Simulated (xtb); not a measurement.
BGeH₆NO₂, SMILES OB([NH][GeH3])O. All values are semi-empirical tight-binding results from xtb (GFN2-xTB unless named), good for trends rather than for accurate numbers. The structure is a stationary point at GFN2-xTB. The structure was generated by enumeration, and PubChem lists no compound with its InChIKey, so it may never have been made. One conformer was computed; it need not be the lowest.

For metal compounds this method's bond lengths and energies can be far off.

Question: Estimate the properties. (Estimate from the structure and the level; the computed values follow.)

Answer: 
point group as xtb finds it: Cs
orbital gap: 7.17 eV
zero-point energy: 44.1 kcal/mol
G − E(el) at 298.15 K (modified RRHO): 24.3 kcal/mol
